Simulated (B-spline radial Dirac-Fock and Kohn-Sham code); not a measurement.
# Atomic terbium: differential elastic cross section for electrons at 30 keV

Level of theory: relativistic (Dirac) partial waves in the static field of the Dirac-Fock atom with Furness-McCarthy exchange, without polarisation or absorption potentials; a B-spline atomic structure program.

```csv
θ (°),dσ/dΩ (Å²/sr),Sherman function
0,198,0.000
1,67.2,0.000
2,21.6,0.000
3,9.28,0.000
5,2.41,0.000
7,0.888,0.000
10,0.290,0.000
15,0.0810,0.001
20,0.0311,0.004
25,0.0148,0.009
30,0.00818,0.016
40,0.00326,0.026
50,0.00162,0.021
60,0.000941,-0.006
70,0.000612,-0.051
80,0.000433,-0.106
90,0.000327,-0.159
100,0.000262,-0.201
110,0.000219,-0.226
120,0.000191,-0.232
130,0.000171,-0.219
140,0.000158,-0.192
150,0.000149,-0.153
160,0.000144,-0.106
170,0.000141,-0.054
180,0.000140,0.000
```

The total elastic cross section is 0.450 Å², the first transport cross section 0.00671 Å² and the second, weighted with (3/2) sin²θ, 0.0139 Å². The mean deflection is ⟨1 − cos θ⟩ = 0.0149, and 0.29 % of the collisions scatter beyond 90°.

Phase shifts modulo π (rad) for κ = −1 to −5: 1.396, 0.191, -0.505, -0.965, -1.294.

Values without a named source are computed, but for edge energies of neutral atoms, which are taken from tables.
